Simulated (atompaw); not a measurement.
**antimony (Sb) PAW (atompaw): all-electron and pseudo phase curves**

atompaw 4.2.0.5 input, output lines left out:

```
Sb 51
LDA-PW loggrid 1500 logderivrange -5 5 251
5 5 4 0 0 0
5 1 3
0 0 0
c
c
c
c
v
c
c
c
v
c
v
3
2.65 2.55 1.75 2.30
y
0.1
n
y
0.55
n
y
-2
n
y
0.4
y
1.75
n
custom rrkj vanderbiltortho sinc
4 1 ultrasoft
2.65
2.65
2.65
2.65
2.65
1.45
2.60
2.60
```

The phase is arctan(r·u′/u) with u = r·R(r), unwrapped; energies in Ry, scanned from -5 to 5 Ry. A pole is an energy at which the radial function vanishes at the test radius. The pseudo phase is shifted by a multiple of π to meet the all-electron one at the reference energy, and phase errors are pseudo minus all-electron; the curves can meet again beyond the range given. Levels narrower than the energy grid can be missing from the lists of poles.

Q: For each channel, where are the poles, and over which energies does the pseudopotential scatter like the atom?

A:

```tsv
channel	radius (bohr)	reference energy (Ry)	poles, all-electron	poles, pseudo	unbroken range about the reference energy with phases within 0.05 rad	phase error 1 Ry above the reference energy (rad)
s	2.65	-0.89	0.29	-1.54, 0.29	-1.5 to 3.7	+0.000
p	2.65	-0.37	1.36	1.36, 4.23	below 3.2	-0.000
d	2.65	-2.59	-2.56, 3.45	-2.56, 4.69	below 0.4	+0.000
f	2.65	0.40	2.36	2.35, 4.78	below 3.0	-0.001
```

Note: ghost state, extra bound levels that the all-electron valence spectrum of the same l lacks: s at -21.1 eV. A true bound ghost makes a file unfit for plane-wave use.

Phases in the f channel:

```
E (Ry)  all-electron  pseudo
 -5.00         1.415   1.415
 -4.76         1.411   1.412
 -4.52         1.408   1.408
 -4.28         1.404   1.404
 -4.04         1.400   1.400
 -3.80         1.396   1.396
 -3.56         1.391   1.391
 -3.32         1.386   1.386
 -3.08         1.381   1.381
 -2.84         1.375   1.375
 -2.60         1.368   1.368
 -2.36         1.361   1.361
 -2.12         1.353   1.353
 -1.88         1.344   1.344
 -1.64         1.333   1.333
 -1.40         1.322   1.321
 -1.16         1.308   1.308
 -0.92         1.292   1.292
 -0.68         1.272   1.272
 -0.44         1.248   1.248
 -0.20         1.218   1.218
  0.04         1.178   1.178
  0.28         1.122   1.122
  0.52         1.038   1.038
  0.76         0.899   0.899
  1.00         0.632   0.631
  1.24         0.064   0.063
  1.48        -0.705  -0.705
  1.72        -1.157  -1.157
  1.96        -1.378  -1.379
  2.20        -1.507  -1.509
  2.44        -1.599  -1.604
  2.68        -1.678  -1.690
  2.92        -1.757  -1.788
  3.16        -1.853  -1.940
  3.40        -1.993  -2.302
  3.64        -2.246  -3.442
  3.88        -2.788  -4.248
  4.12        -3.602  -4.491
  4.36        -4.093  -4.603
  4.60        -4.318  -4.673
  4.84        -4.439  -4.724
```
